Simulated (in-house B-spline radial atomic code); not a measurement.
Orbital energies and mean radii along the 14-electron series, configuration [Ne] 3s2 3p2. The effective charge is n√(-2ε), a non-relativistic measure. Computed with an all-electron radial atomic-structure program (B-spline basis): non-relativistic Hartree-Fock, average of the configuration, point nuclei.

This level leaves out relativity, spin-orbit splitting included, which matters for heavy ions.

```json
{"ion": "As19+", "Z": "33", "energy of 3s (Eh)": "-29.804", "mean radius of 3s (bohr)": "0.51684", "energy of 2s (Eh)": "-83.655", "mean radius of 2s (bohr)": "0.20306", "energy of 1s (Eh)": "-460.91", "mean radius of 1s (bohr)": "0.046352", "energy of 2p (Eh)": "-77.633", "mean radius of 2p (bohr)": "0.17617", "effective charge of 3s": "23.162"}
{"ion": "Se20+", "Z": "34", "energy of 3s (Eh)": "-32.468", "mean radius of 3s (bohr)": "0.49756", "energy of 2s (Eh)": "-90.253", "mean radius of 2s (bohr)": "0.19642", "energy of 1s (Eh)": "-491.56", "mean radius of 1s (bohr)": "0.044965", "energy of 2p (Eh)": "-84.013", "mean radius of 2p (bohr)": "0.17017", "effective charge of 3s": "24.175"}
{"ion": "Br21+", "Z": "35", "energy of 3s (Eh)": "-35.243", "mean radius of 3s (bohr)": "0.47969", "energy of 2s (Eh)": "-97.101", "mean radius of 2s (bohr)": "0.1902", "energy of 1s (Eh)": "-523.22", "mean radius of 1s (bohr)": "0.043659", "energy of 2p (Eh)": "-90.643", "mean radius of 2p (bohr)": "0.16456", "effective charge of 3s": "25.187"}
{"ion": "Kr22+", "Z": "36", "energy of 3s (Eh)": "-38.129", "mean radius of 3s (bohr)": "0.46306", "energy of 2s (Eh)": "-104.2", "mean radius of 2s (bohr)": "0.18437", "energy of 1s (Eh)": "-555.88", "mean radius of 1s (bohr)": "0.042427", "energy of 2p (Eh)": "-97.523", "mean radius of 2p (bohr)": "0.15931", "effective charge of 3s": "26.198"}
{"ion": "Rb23+", "Z": "37", "energy of 3s (Eh)": "-41.127", "mean radius of 3s (bohr)": "0.44756", "energy of 2s (Eh)": "-111.55", "mean radius of 2s (bohr)": "0.17888", "energy of 1s (Eh)": "-589.54", "mean radius of 1s (bohr)": "0.041262", "energy of 2p (Eh)": "-104.65", "mean radius of 2p (bohr)": "0.15439", "effective charge of 3s": "27.208"}
{"ion": "Sr24+", "Z": "38", "energy of 3s (Eh)": "-44.236", "mean radius of 3s (bohr)": "0.43308", "energy of 2s (Eh)": "-119.15", "mean radius of 2s (bohr)": "0.17371", "energy of 1s (Eh)": "-624.2", "mean radius of 1s (bohr)": "0.04016", "energy of 2p (Eh)": "-112.03", "mean radius of 2p (bohr)": "0.14976", "effective charge of 3s": "28.218"}
{"ion": "Zr26+", "Z": "40", "energy of 3s (Eh)": "?", "mean radius of 3s (bohr)": "?", "energy of 2s (Eh)": "?", "mean radius of 2s (bohr)": "?", "energy of 1s (Eh)": "?", "mean radius of 1s (bohr)": "?", "energy of 2p (Eh)": "?", "mean radius of 2p (bohr)": "?", "effective charge of 3s": "?"}
{"ion": "Nb27+", "Z": "41", "energy of 3s (Eh)": "-54.23", "mean radius of 3s (bohr)": "0.39478", "energy of 2s (Eh)": "-143.45", "mean radius of 2s (bohr)": "0.15984", "energy of 1s (Eh)": "-734.17", "mean radius of 1s (bohr)": "0.037178", "energy of 2p (Eh)": "-135.68", "mean radius of 2p (bohr)": "0.1374", "effective charge of 3s": "31.243"}
{"ion": "Mo28+", "Z": "42", "energy of 3s (Eh)": "?", "mean radius of 3s (bohr)": "?", "energy of 2s (Eh)": "?", "mean radius of 2s (bohr)": "?", "energy of 1s (Eh)": "?", "mean radius of 1s (bohr)": "?", "energy of 2p (Eh)": "?", "mean radius of 2p (bohr)": "?", "effective charge of 3s": "?"}
{"ion": "Tc29+", "Z": "43", "energy of 3s (Eh)": "-61.449", "mean radius of 3s (bohr)": "0.37283", "energy of 2s (Eh)": "-160.9", "mean radius of 2s (bohr)": "0.15176", "energy of 1s (Eh)": "-812.49", "mean radius of 1s (bohr)": "0.035425", "energy of 2p (Eh)": "-152.69", "mean radius of 2p (bohr)": "0.13024", "effective charge of 3s": "33.258"}
{"ion": "Ru30+", "Z": "44", "energy of 3s (Eh)": "-65.226", "mean radius of 3s (bohr)": "0.36275", "energy of 2s (Eh)": "-170", "mean radius of 2s (bohr)": "0.14802", "energy of 1s (Eh)": "-853.16", "mean radius of 1s (bohr)": "0.034609", "energy of 2p (Eh)": "-161.57", "mean radius of 2p (bohr)": "0.12693", "effective charge of 3s": "34.265"}
{"ion": "Rh31+", "Z": "45", "energy of 3s (Eh)": "?", "mean radius of 3s (bohr)": "?", "energy of 2s (Eh)": "?", "mean radius of 2s (bohr)": "?", "energy of 1s (Eh)": "?", "mean radius of 1s (bohr)": "?", "energy of 2p (Eh)": "?", "mean radius of 2p (bohr)": "?", "effective charge of 3s": "?"}
{"ion": "Pd32+", "Z": "46", "energy of 3s (Eh)": "-73.112", "mean radius of 3s (bohr)": "0.34415", "energy of 2s (Eh)": "-188.95", "mean radius of 2s (bohr)": "0.14107", "energy of 1s (Eh)": "-937.48", "mean radius of 1s (bohr)": "0.033084", "energy of 2p (Eh)": "-180.09", "mean radius of 2p (bohr)": "0.12079", "effective charge of 3s": "36.277"}
{"ion": "Ag33+", "Z": "47", "energy of 3s (Eh)": "-77.222", "mean radius of 3s (bohr)": "0.33555", "energy of 2s (Eh)": "-198.81", "mean radius of 2s (bohr)": "0.13783", "energy of 1s (Eh)": "-981.14", "mean radius of 1s (bohr)": "0.032371", "energy of 2p (Eh)": "-189.72", "mean radius of 2p (bohr)": "0.11794", "effective charge of 3s": "37.283"}
{"ion": "Cd34+", "Z": "48", "energy of 3s (Eh)": "-81.443", "mean radius of 3s (bohr)": "0.32737", "energy of 2s (Eh)": "-208.91", "mean radius of 2s (bohr)": "0.13474", "energy of 1s (Eh)": "-1025.8", "mean radius of 1s (bohr)": "0.031688", "energy of 2p (Eh)": "-199.6", "mean radius of 2p (bohr)": "0.11522", "effective charge of 3s": "38.288"}
{"ion": "In35+", "Z": "49", "energy of 3s (Eh)": "-85.776", "mean radius of 3s (bohr)": "0.31958", "energy of 2s (Eh)": "-219.26", "mean radius of 2s (bohr)": "0.13178", "energy of 1s (Eh)": "-1071.46", "mean radius of 1s (bohr)": "0.031033", "energy of 2p (Eh)": "-209.74", "mean radius of 2p (bohr)": "0.11263", "effective charge of 3s": "39.293"}
```

Problem. Fill in the row of Zr26+.

Solution. energy of 3s (Eh): -50.787; mean radius of 3s (bohr): 0.40677; energy of 2s (Eh): -135.1; mean radius of 2s (bohr): 0.16421; energy of 1s (Eh): -696.51; mean radius of 1s (bohr): 0.038122; energy of 2p (Eh): -127.55; mean radius of 2p (bohr): 0.14129; effective charge of 3s: 30.235.

Problem. Fill in the row of Mo28+.

Solution. energy of 3s (Eh): -57.784; mean radius of 3s (bohr): 0.38349; energy of 2s (Eh): -152.05; mean radius of 2s (bohr): 0.1557; energy of 1s (Eh): -772.83; mean radius of 1s (bohr): 0.036281; energy of 2p (Eh): -144.06; mean radius of 2p (bohr): 0.13373; effective charge of 3s: 32.251.

Problem. Fill in the row of Rh31+.

Solution. energy of 3s (Eh): -69.113; mean radius of 3s (bohr): 0.3532; energy of 2s (Eh): -179.35; mean radius of 2s (bohr): 0.14446; energy of 1s (Eh): -894.82; mean radius of 1s (bohr): 0.033829; energy of 2p (Eh): -170.71; mean radius of 2p (bohr): 0.12379; effective charge of 3s: 35.271.

Problem. How does the screening of 3s change?

Solution. Z less the effective charge goes from 9.84 at Z = 33 to 9.71 at Z = 49.
